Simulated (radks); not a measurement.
Values are calculated unless marked as measured or tabulated.
Task: Ionisation of Sn27+, [Ar] 3d5, to Sn28+, [Ar] 3d4, under several functionals. Scalar-relativistic Kohn-Sham, spin-polarised, spherical densities, finite nucleus; open shells are filled with parallel spins first (spin-orbit coupling, left out, can overturn this in heavy ions); a radial shooting solver on a logarithmic mesh with Libxc functionals. Known Delta-SCF values: PW91 1517.8 eV; LDA (Slater exchange, VWN5 correlation) 1517.3 eV; HCTH/407 1524.0 eV. What does BP86 give, and what is its highest occupied eigenvalue?

Result: 1517.6 eV by Delta-SCF; the 3d eigenvalue is -1479.0 eV. NIST: 1508 eV (theoretical).
